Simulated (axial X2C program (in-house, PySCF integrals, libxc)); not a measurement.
# Low determinants of Er

Calculated with an axial X2C code built on PySCF integrals, basis dyall-cv3z (cores contracted in-house), spin-free (one-electron X2C) and two-component (2c, atomic mean-field Coulomb and Gaunt terms). Energies in eV from the lowest row of each column (rows without correlated energies are left out; n/a marks j-coupled starts, which PBE0 does not hold); electrons by l are Mulliken totals of the Hartree–Fock solution, and PBE0 can relax to another configuration under the same block occupation. Coupled cluster uses truncated natural virtuals with an MP2 remainder. Frozen shells in the correlated columns: 4 s, 3 p, 2 d.

The low spin-free determinants:

```json
{"electrons by l": "s12 p24 d20 f12", "M_S, M_L": "1, 4", "HF": "0.06", "MP2": "0.03", "CCSD(T)": "0.00", "PBE0": "0.03"}
{"electrons by l": "s12 p24 d20 f12", "M_S, M_L": "1, 5", "HF": "0.00", "MP2": "0.00", "CCSD(T)": "0.03", "PBE0": "0.39"}
{"electrons by l": "s12 p24 d20 f12", "M_S, M_L": "1, 2", "HF": "0.24", "MP2": "0.20", "CCSD(T)": "0.16", "PBE0": "0.02"}
{"electrons by l": "s12 p24 d20 f12", "M_S, M_L": "1, 3", "HF": "0.35", "MP2": "0.27", "CCSD(T)": "0.23", "PBE0": "0.00"}
{"electrons by l": "s12 p24 d20 f12", "M_S, M_L": "1, 0", "HF": "0.41", "MP2": "0.35", "CCSD(T)": "0.35", "PBE0": "0.21"}
{"electrons by l": "s12 p24 d20 f12", "M_S, M_L": "1, 2", "HF": "0.66", "MP2": "0.52", "CCSD(T)": "0.48", "PBE0": "0.17"}
{"electrons by l": "s12 p24 d20 f12", "M_S, M_L": "1, 3", "HF": "0.66", "MP2": "0.52", "CCSD(T)": "0.49", "PBE0": "0.31"}
{"electrons by l": "s12 p24 d20 f12", "M_S, M_L": "1, 0", "HF": "1.57", "MP2": "1.22", "CCSD(T)": "0.73", "PBE0": "0.39"}
```

And the two-component ones:

```csv
electrons by l,2M_J,HF,MP2,CCSD(T),PBE0
s12 p24 d20 f12,12,2.55,0.00,0.00,0.27
s12 p24 d20 f12,10,2.69,0.11,0.04,0.00
s12 p24 d20 f12,6,2.92,0.31,0.23,0.14
s12 p24 d20 f12,8,3.01,0.37,0.29,0.07
s12 p24 d20 f12,8,3.20,0.53,0.46,0.31
s11.9 p24 d21.1 f11,18,0.00,1.64,0.47,n/a
s12 p24 d20 f12,6,3.26,0.57,0.49,0.30
s12 p24 d21 f11,20,0.12,1.76,0.57,n/a
```

Ground level as tabulated from the NIST Atomic Spectra Database (leading term): 2S+1 = 3, L = 5, J = 6.

Single determinants need not be terms or J levels, so several rows can belong to one term; PBE0 has no current term and treats spin collinearly, and Hartree–Fock breaks spherical symmetry, which spreads rows that should be degenerate. The search is wide but not exhaustive and can miss a configuration; gaps between s and d configurations can be off by some tenths of an eV with this basis and core.

The run took 8.3 min on 1 thread of AMD EPYC 9R45 96-Core Processor (Zen 5), with other jobs on the host.
